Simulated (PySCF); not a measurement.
J couplings in C5H4F4O2

Bonds (- single, = double, # triple, : aromatic): F1-C2 1.330 Å, C2=C3 1.332 Å, C3-O4 1.355 Å, O4-C5 1.348 Å, C5=C6 1.333 Å, C6-F7 1.331 Å, C6-O8 1.342 Å, O8-C9 1.381 Å, C9-F10 1.325 Å, C9-F11 1.337 Å. C2 carries H12; C3 carries H13; C5 carries H14; C9 carries H15. Stereochemistry as in F/C=C/O/C=C(/F)OC(F)F.

Indirect spin–spin couplings were computed at B3LYP/pcJ-1 (spin–dipole term only in couplings to heteroatoms) (PySCF) on a PBE0-D3(BJ)/def2-SVP structure, for the isolated molecule, without vibrational or relativistic corrections. Couplings are averaged over pairs made equivalent by symmetry, fast rotation or ring inversion, so a value needn't be that of the named pair in this geometry, while other rotamers aren't included; one pair stands for each set, and the list holds a selection of those of at least 1.5 Hz over up to four bonds, among pairs with at least one F or H atom (others weren't computed). One-bond C–F couplings come out tens of Hz too large with common functionals.

Isotopes: ¹³C, ¹⁹F, ¹H, ¹⁷O. Couplings to quadrupolar nuclei such as 17O and 33S are rarely resolved in practice.

```json
{"pair": "F1, C2", "bonds": "1", "J (Hz)": "-319.2"}
{"pair": "C2, H12", "bonds": "1", "J (Hz)": "?"}
{"pair": "C3, H13", "bonds": "1", "J (Hz)": "185.1"}
{"pair": "C5, H14", "bonds": "1", "J (Hz)": "190.9"}
{"pair": "C6, F7", "bonds": "1", "J (Hz)": "-336.9"}
{"pair": "C9, F10", "bonds": "1", "J (Hz)": "-331.3"}
{"pair": "C9, H15", "bonds": "1", "J (Hz)": "226.2"}
{"pair": "F1, C3", "bonds": "2", "J (Hz)": "?"}
{"pair": "F1, H12", "bonds": "2", "J (Hz)": "83.8"}
{"pair": "C3, H12", "bonds": "2", "J (Hz)": "?"}
{"pair": "C5, F7", "bonds": "2", "J (Hz)": "?"}
{"pair": "C6, H14", "bonds": "2", "J (Hz)": "7.4"}
{"pair": "F7, O8", "bonds": "2", "J (Hz)": "-3.8"}
{"pair": "O8, F10", "bonds": "2", "J (Hz)": "-35.4"}
{"pair": "O8, H15", "bonds": "2", "J (Hz)": "?"}
{"pair": "F10, F11", "bonds": "2", "J (Hz)": "?"}
{"pair": "F10, H15", "bonds": "2", "J (Hz)": "?"}
{"pair": "F1, O4", "bonds": "3", "J (Hz)": "4.8"}
{"pair": "C3, H14", "bonds": "3", "J (Hz)": "7.5"}
{"pair": "C5, H13", "bonds": "3", "J (Hz)": "7.8"}
{"pair": "C6, F10", "bonds": "3", "J (Hz)": "5.2"}
{"pair": "C6, H15", "bonds": "3", "J (Hz)": "?"}
{"pair": "F7, H14", "bonds": "3", "J (Hz)": "-3.3"}
{"pair": "O8, H14", "bonds": "3", "J (Hz)": "-2.7"}
{"pair": "H12, H13", "bonds": "3", "J (Hz)": "10.5"}
{"pair": "C9, H14", "bonds": "4", "J (Hz)": "-1.8"}
```

Estimate the withheld couplings, with signs.

Results:


- ¹J(C2,H12) = 208.0 Hz (bond length 1.093 Å, sp2 carbon)
- ²J(F1,C3) = 46.3 Hz (angle at C2 120°)
- ²J(C3,H12) = 8.9 Hz (angle at C2 124°)
- ²J(C5,F7) = 70.6 Hz (angle at C6 121°)
- ²J(O8,H15) = -5.9 Hz (angle at C9 112°)
- ²J(F10,F11) = 111.5 Hz (angle at C9 109°)
- ²J(F10,H15) = 83.3 Hz (mean over equivalent pairs that range from 74.8 to 91.8 Hz in this conformer)
- ³J(C6,H15) = 1.6 Hz (dihedral angle 50°)
